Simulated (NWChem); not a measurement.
System: C$_{2}$H$_{5}$Br$_{3}$OSi; SMILES O([Si](Br)(Br)Br)CC

The following NWChem deck was run.

```
start job
memory heap 200 mb stack 900 mb global 1100 mb
geometry units angstroms noautoz
  C     -0.215189     1.761039     3.599992
  C     -0.122618     1.746090     2.086752
  O     -0.110257     0.380555     1.637784
  Si    -0.006595    -0.097957     0.060338
  Br    -0.024552    -2.308305     0.069233
  Br    -1.735551     0.688013    -1.111212
  Br     1.877232     0.660068    -0.865264
  H     -1.136294     1.248402     3.940723
  H     -0.237215     2.805308     3.970760
  H      0.655803     1.246503     4.051515
  H     -0.988035     2.275822     1.628420
  H      0.803805     2.255960     1.738371
end
basis spherical
  * library 3-21g
end
dft
  xc b3lyp
  iterations 150
  mulliken
end
task dft energy
```

Output (shortened):

```
             Northwest Computational Chemistry Package (NWChem) 7.3.0
             --------------------------------------------------------

 C1  symmetry detected

                             Geometry "geometry" -> ""
                             -------------------------

 Output coordinates in angstroms (scale by  1.889725989 to convert to a.u.)

  No.       Tag          Charge          X              Y              Z
 ---- ---------------- ---------- -------------- -------------- --------------
    1 C                    6.0000     0.02212659     2.59069494     3.09681166
    2 C                    6.0000    -0.00233257     2.21087029     1.62922073
    3 O                    8.0000     0.00797399     0.77737818     1.52242636
    4 Si                  14.0000     0.00071058    -0.06772851     0.10334308
    5 Br                  35.0000     0.03647055    -2.21045334     0.64509153
    6 Br                  35.0000    -1.83204623     0.40387574    -1.07909464
    7 Br                  35.0000     1.78856517     0.45270708    -1.12664387
    8 H                    1.0000    -0.85730329     2.17140713     3.62419155
    9 H                    1.0000     0.00383516     3.69350461     3.20602726
   10 H                    1.0000     0.93752299     2.20452859     3.58688551
   11 H                    1.0000    -0.91306328     2.61016172     1.12845459
   12 H                    1.0000     0.88187224     2.62564850     1.09467680

 Effective nuclear repulsion energy (a.u.)    1377.0771217430

                                 NWChem DFT Module
                                 -----------------

 Summary of "ao basis" -> "ao basis" (spherical)
 ------------------------------------------------------------------------------
       Tag                 Description            Shells   Functions and Types
 ---------------- ------------------------------  ------  ---------------------
 C                           3-21g                   5        9   3s2p
 O                           3-21g                   5        9   3s2p
 Si                          3-21g                   7       13   4s3p
 Br                          3-21g                  10       22   5s4p1d
 H                           3-21g                   2        2   2s

            General Information
            -------------------
          SCF calculation type: DFT
          Wavefunction type:  closed shell.
          No. of atoms     :    12
          No. of electrons :   144
           Alpha electrons :    72
            Beta electrons :    72
          Charge           :     0
          Spin multiplicity:     1
          Use of symmetry is: off; symmetry adaption is: off
          Maximum number of iterations: 150
          AO basis - number of functions:   116
                     number of shells:    62
          Convergence on energy requested:  1.00D-06
          Convergence on density requested:  1.00D-05
          Convergence on gradient requested:  5.00D-04

              XC Information
              --------------
                         B3LYP Method XC Potential
                     Hartree-Fock (Exact) Exchange  0.200
                        Slater Exchange Functional  0.800 local
                    Becke 1988 Exchange Functional  0.720 non-local
              Lee-Yang-Parr Correlation Functional  0.810
                  VWN I RPA Correlation Functional  0.190 local

             Grid Information
             ----------------
          Grid used for XC integration:  medium
          Radial quadrature: Mura-Knowles
          Angular quadrature: Lebedev.
          Tag              B.-S. Rad. Rad. Pts. Rad. Cut. Ang. Pts.
          ---              ---------- --------- --------- ---------
          C                   0.70       49          12.0       434
          O                   0.60       49           9.0       434
          Si                  1.10       88          11.0       590
          Br                  1.15      112          13.0       590
          H                   0.35       45          14.0       434
          Grid pruning is: on
          Number of quadrature shells:   796
          Spatial weights used:  Erf1

      Superposition of Atomic Density Guess
      -------------------------------------

 Sum of atomic energies:       -8119.23808872

      Non-variational initial energy
      ------------------------------

 Total energy =   -8121.835870
 1-e energy   =  -14066.060459
 2-e energy   =    4567.147467
 HOMO         =      -0.347106
 LUMO         =       0.033715

     ---------------------------------------------
      Total Density - Mulliken Population Analysis
     ---------------------------------------------

    Atom       Charge   Shell Charges
 -----------   ------   -------------------------------------------------------
    1 C    6     6.75   1.99  0.40  1.59  1.14  1.63
    2 C    6     5.95   1.99  0.39  1.34  1.02  1.22
    3 O    8     8.92   1.99  0.43  2.24  1.44  2.82
    4 Si  14    12.26   2.00  1.97  5.85  0.61  0.98  0.35  0.50
    5 Br  35    35.40   2.00  2.00  5.99  2.00  5.97  0.76  2.37  1.23  3.09 10.00
    6 Br  35    35.41   2.00  2.00  5.99  2.00  5.97  0.76  2.37  1.23  3.10 10.00
    7 Br  35    35.41   2.00  2.00  5.99  2.00  5.97  0.76  2.37  1.23  3.10 10.00
    8 H    1     0.76   0.41  0.34
    9 H    1     0.75   0.41  0.34
   10 H    1     0.76   0.41  0.34
   11 H    1     0.81   0.43  0.38
   12 H    1     0.81   0.43  0.38

   convergence    iter        energy       DeltaE   RMS-Dens  Diis-err
 ---------------- ----- ----------------- --------- --------- ---------
 d= 0,ls=0.0,diis     1  -8126.9333404418 -9.50D+03  1.84D-02  1.21D+00
 d= 0,ls=0.0,diis     2  -8126.9227653036  1.06D-02  1.05D-02  1.27D+00
 d= 0,ls=0.0,diis     3  -8127.0858525003 -1.63D-01  2.82D-03  1.14D-01
 d= 0,ls=0.0,diis     4  -8127.0926035842 -6.75D-03  1.55D-03  2.57D-02
 d= 0,ls=0.0,diis     5  -8127.0959536905 -3.35D-03  2.47D-04  7.31D-04
  Resetting Diis
 d= 0,ls=0.0,diis     6  -8127.0960521340 -9.84D-05  3.44D-05  7.57D-06
 d= 0,ls=0.0,diis     7  -8127.0960529629 -8.29D-07  2.44D-05  1.82D-06
 d= 0,ls=0.0,diis     8  -8127.0960528457  1.17D-07  1.36D-05  2.78D-06
 d= 0,ls=0.0,diis     9  -8127.0960532291 -3.83D-07  1.69D-06  6.26D-08

         Total DFT energy =    -8127.096053229066
      One electron energy =   -14068.594897209032
           Coulomb energy =     4880.983340709440
    Exchange-Corr. energy =     -316.561618472443
 Nuclear repulsion energy =     1377.077121742971

 Numeric. integr. density =      143.999984968643

                       DFT Final Molecular Orbital Analysis
                       ------------------------------------

 Vector   70  Occ=2.000000D+00  E=-3.020810D-01
              MO Center=  5.3D-02, -1.1D+00,  8.3D-02, r^2= 5.1D+00
   Bfn.  Coefficient  Atom+Function         Bfn.  Coefficient  Atom+Function
  ----- ------------  ---------------      ----- ------------  ---------------
    57      0.474592   5 Br pz               53      0.419672   5 Br pz
    49     -0.282696   5 Br pz              100     -0.237845   7 Br py
    78     -0.225854   6 Br py               96     -0.220263   7 Br py
    74     -0.210209   6 Br py               92      0.147231   7 Br py
    70      0.140429   6 Br py               45      0.091264   5 Br pz

 Vector   71  Occ=2.000000D+00  E=-2.987748D-01
              MO Center= -3.7D-02,  1.4D-01,  7.8D-02, r^2= 5.9D+00
   Bfn.  Coefficient  Atom+Function         Bfn.  Coefficient  Atom+Function
  ----- ------------  ---------------      ----- ------------  ---------------
    25      0.318369   3 O  px               55     -0.280243   5 Br px
    21      0.278695   3 O  px               51     -0.240244   5 Br px
    79      0.227943   6 Br pz              101     -0.219766   7 Br pz
    75      0.200512   6 Br pz               97     -0.192883   7 Br pz
    78      0.174924   6 Br py               74      0.165035   6 Br py

 Vector   72  Occ=2.000000D+00  E=-2.932545D-01
              MO Center= -7.6D-03, -2.4D-01, -5.8D-01, r^2= 5.9D+00
   Bfn.  Coefficient  Atom+Function         Bfn.  Coefficient  Atom+Function
  ----- ------------  ---------------      ----- ------------  ---------------
    55      0.307962   5 Br px               51      0.284294   5 Br px
    78     -0.230001   6 Br py              100      0.225136   7 Br py
    79      0.221482   6 Br pz              101     -0.215654   7 Br pz
    74     -0.204535   6 Br py               96      0.200029   7 Br py
    75      0.196276   6 Br pz               99     -0.195859   7 Br px

 Vector   73  Occ=0.000000D+00  E=-5.561590D-02
              MO Center= -1.7D-03, -3.4D-01, -3.7D-01, r^2= 4.8D+00
   Bfn.  Coefficient  Atom+Function         Bfn.  Coefficient  Atom+Function
  ----- ------------  ---------------      ----- ------------  ---------------
    37      1.076660   4 Si s                56     -0.460523   5 Br py
    77     -0.436785   6 Br px               99      0.426683   7 Br px
    33      0.413790   4 Si s                54     -0.330837   5 Br s
    76     -0.329238   6 Br s                98     -0.329107   7 Br s
    29     -0.289217   4 Si s                40     -0.267255   4 Si pz

 Vector   74  Occ=0.000000D+00  E= 2.477617D-02
              MO Center=  5.9D-04,  1.7D-02,  3.8D-02, r^2= 4.4D+00
   Bfn.  Coefficient  Atom+Function         Bfn.  Coefficient  Atom+Function
  ----- ------------  ---------------      ----- ------------  ---------------
    39      1.096522   4 Si py               54      0.662991   5 Br s
    56      0.635924   5 Br py               35      0.506645   4 Si py
    15     -0.420749   2 C  s                40     -0.371564   4 Si pz
    99      0.345161   7 Br px               77     -0.338412   6 Br px
    98     -0.294486   7 Br s                76     -0.286298   6 Br s

[...]
```

Level: B3LYP/3-21G. Structure relaxed at the PBE-D3(BJ)/def2-SVP level. No frequency run checked for a minimum.
